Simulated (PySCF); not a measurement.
Delta-SCF ions had no search for a lower state. Excitations are Tamm–Dancoff values on a coarser integration grid. The basis has no diffuse functions, so Rydberg states are missing or too high.

**H6BISi2, SMILES `B(I)([SiH3])[SiH3]` (charge 0, multiplicity 1)**

Method: r2SCAN-D4/def2-TZVP run with PySCF 2.14.0.

```
Quantity                                                                      Value
-------------------------------------------  --------------------------------------
HOMO                                                                       -6.34 eV
dipole moment                                                                0.06 D
HOMO–LUMO gap                                                               2.74 eV
LUMO                                                                       -3.60 eV
S1 excitation (TDA)                                                         2.86 eV
S1 oscillator strength                                                        0.000
brightest of the four lowest singlets (TDA)                                 4.78 eV
T1 excitation (TDA)                                                         2.29 eV
S1–T1 gap (TDA)                                                             0.56 eV
vertical ionisation energy (Delta-SCF)                                      8.87 eV
total energy                                                           -905.2076 Ha
cost                                         about 11 core-minutes (a rough figure)
```

```xyz
10

Si    -1.6646    -0.6552    -0.0534
B     -0.1347     0.6181    -0.3052
Si     1.7499     0.2296     0.2665
I     -0.5213     2.4867    -1.2369
H     -2.1007    -0.4974     1.3651
H     -1.2231    -2.0669    -0.2255
H     -2.8262    -0.3913    -0.9408
H      1.7884    -0.6660     1.4557
H      2.3805    -0.5069    -0.8685
H      2.5518     1.4495     0.5431
```
